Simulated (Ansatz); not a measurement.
`F[Si]([SiH3])([SiH3])Cl`, charge 0, multiplicity 1.

(1) Give a relaxed structure at PBE0-D4/def2-TZVP (the Gaussian-basis code of Ansatz). (Best estimate.)

## Answers

(1) Ansatz gave: 
Z-matrix (Å, degrees):
```
Si
Si 1 2.345
Si 1 2.345 2 116.7
F 1 1.604 2 108.9 3 123.7
Cl 1 2.061 2 107.5 3 -120.7
H 2 1.486 1 108.1 3 57.8
H 2 1.487 1 109.9 3 -61.3
H 2 1.486 1 109.9 3 177.7
H 3 1.486 1 108.1 2 -57.8
H 3 1.487 1 109.9 2 61.3
H 3 1.486 1 109.9 2 -177.7
```
Point group Cs.
This is one stationary point; other conformers may exist.
